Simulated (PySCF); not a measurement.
Isomers of C4H7BrO. Method: PBE0-D3(BJ)/def2-SVP geometry optimisation, gas phase in PySCF 2.14.0. Energies are electronic, without zero-point or thermal terms, for one conformer each. No frequencies were run at this level. Point groups hold within 0.08 Å.

Question: Rank from lowest to highest electronic energy at this level (kcal/mol).
A. `[CH3:1][C:2](=[O:3])[CH2:4][CH2:5][Br:6]` with C1–C2–C4–C5 180°, C2–C4–C5–Br6 180°
B. `[CH3:1][O:2][C@@H:3]1[CH2:4][C@@H:5]1[Br:6]` with C1–O2–C3–C4 157°

Answer: A (0.0), B (34.1).

As drawn, the lower has a C=O bond, which the higher lacks; the higher has a three-membered ring, which the lower lacks.

```json
{"SMILES": "CC(=O)CCBr", "E (Eh)": "-2804.98345", "E rel (kcal/mol)": "0.0", "dipole (D)": "2.63", "point group": "Cs", "A, B, C (MHz)": "8423, 768.1, 713.3"}
{"SMILES": "CO[C@@H]1C[C@@H]1Br", "E (Eh)": "-2804.92910", "E rel (kcal/mol)": "34.1", "dipole (D)": "1.96", "point group": "C1", "A, B, C (MHz)": "3704, 1622, 1234"}
```
